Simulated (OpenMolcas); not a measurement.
Levels of Br⁵⁺ by method

```
Program             : OpenMolcas 26.06
Basis               : ANO-RCC-VDZP [5s4p2d]
Scalar Hamiltonian  : DKH2, point nucleus
Active space        : 2 electrons in 4 orbitals (4s 4p)
State averaging     : 2S+1 = 3 even, 3 roots; 2S+1 = 1 even, 7 roots; 2S+1 = 3 odd, 3 roots; 2S+1 = 1 odd, 3 roots
Spin-orbit coupling : RASSI with atomic mean-field integrals over the reference wave functions, term energies averaged over their components
```

Methods on the same reference wave functions:
A. CASSCF
B. SS-CASPT2, IPEA 0.25 Eh, imaginary shift 0.1 Eh (closed shells correlated: 3d)
C. MS-CASPT2, IPEA 0.25 Eh, imaginary shift 0.1 Eh (closed shells correlated: 3d)

Energies in cm-1 above 4s2 1S0, the measured ground level; measured values from Moore, Atomic Energy Levels, vol. II, NSRDS-NBS 35 (1971 reprint of NBS Circular 467, 1952).

| Level | A | B | C | Measured |
| --- | --- | --- | --- | --- |
| 4s2 1S0 | 0.0 | 0.0 | 0.0 | 0.0 |
| 4s 4p 3P* 0 | 104392 | 104089 | 104095 | 104316 |
| 4s 4p 3P* 1 | 106033 | 105720 | 105726 | 106431 |
| 4s 4p 3P* 2 | 109625 | 109323 | 109329 | 111336 |
| 4s 4p 1P* 1 | 162660 | 157349 | 157355 | 151274 |
| 4p2 3P0 | 248812 | 248443 | 248448 | 244136 |
| 4p2 3P1 | 251002 | 250684 | 250690 | 247406 |
| 4p2 3P2 | 254006 | 252985 | 252992 | 253892 |
| 4p2 1D2 | 268000 | 259321 | 259327 |  |
| 4p2 1S0 | 298036 | 292939 | 292953 |  |

Deviations, from unrounded energies. A percentage is the sum of absolute deviations over the sum of measured energies, with the sign that they share, or ± where signs differ.

```csv
Against measurement,Levels,A,B,C
mean absolute deviation (cm-1),7,3100,2500,2500
other configurations (%),7,±1.8,±1.4,±1.4
```

B, C lie about equally close to measurement and A furthest from it. The largest miss of C in the table is 4s 4p 1P* 1, by +6100 cm-1. The ranking rests on the paired levels alone, and a cruder setting can come out closer through cancelling errors.

Between B and C the level of the table that moves most is 4p2 1S0, by 14 cm-1 (lowest in B, highest in C).

The lowest spin-free term lies below A's lowest term by 0.010 hartree in B, 0.010 hartree in C.

Over all roots computed the reference weight is 0.94 to 1.00 in B, 0.94 to 1.00 in C; the roots of lowest weight are the least certain, and an intruder state may touch them. The ¹D term of p² mixes with s d, which this space lacks. The basis is small and was not contracted for so high a charge. Measured partners are found by configuration, term and J. A level has none where our copy of the source lacks it or the pairing is in doubt (some pairs that miss far off the trend of their configuration count as doubtful), and it then counts in no deviation. Only configurations of the active space appear.

* marks odd parity.
